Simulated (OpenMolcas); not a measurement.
**W5+ in a ligand field**

W5+ with 6 ligands (fluoride) in octahedral coordination (Oh) at 1.93 Å. A charge of +0.167 e stands 3.2 Å behind each ligand. Ligand basis ANO-RCC-VDZP.

```
Program             : OpenMolcas 26.06
Method              : SS-CASPT2, IPEA 0.25 Eh, imaginary shift 0.1 Eh (the lowest 17 gerade and 15 ungerade orbitals frozen, chosen by energy and not by shell, so the metal 5p can be frozen and 4f correlated)
Basis               : ANO-RCC-VDZP [7s6p4d2f1g]
Scalar Hamiltonian  : DKH2, point nucleus
Active space        : 1 electron in 5 orbitals (5d)
State averaging     : 2S+1 = 2 even, 5 roots
Spin-orbit coupling : state interaction with AMFI integrals over the reference wave functions
```

The lowest spin-free states (labels of O, the rotations of Oh), above the lowest:

```tsv
State	Degeneracy	E (cm-1)
2T2	3	0
2E	2	38930
```

The lowest levels with spin-orbit coupling:

```csv
E (cm-1),Degeneracy,Label,2S+1,g
0,4,Γ8,2,
4940,2,,2,1.85 1.85 1.85
41210,4,Γ8,2,
```

Powder χT (cm3 K/mol): 0.00652 at 2 K, 0.00726 at 10 K, 0.011 at 50 K, 0.0156 at 100 K, 0.0249 at 200 K, 0.0341 at 300 K. The effective moment at 300 K is 2.828 √(χT) = 0.52 μB.

The lowest level has 2S+1 = 2, for which the spin-only value is χT = S(S+1) / 2 = 0.375 cm3 K/mol (g = 2). The computed 0.034 at 300 K differs by -0.341, through orbital momentum, spin-orbit coupling and any other state in reach. With a threefold ground state the orbital momentum is unquenched, so the spin-only value is not expected to hold.

The gap between the two states is 10Dq = 38930 cm-1.

Over all roots computed the reference weight is 0.70; a low but even weight reflects the number of correlated electrons. An orbital triplet at a regular site is open to Jahn-Teller coupling, which can distort the site and quench the lowest spin-orbit gaps and is left out. The least metal-like active orbital is 72 % on the metal (Löwdin) and no ligand orbital is active, so the numbers are rough. Ligand-to-metal charge-transfer states are missing. With one d shell and no ligand orbital active, 10Dq can be off by a tenth or more. No measured value stands beside these numbers; the geometry was imposed, not optimised, and the real ion may take another.
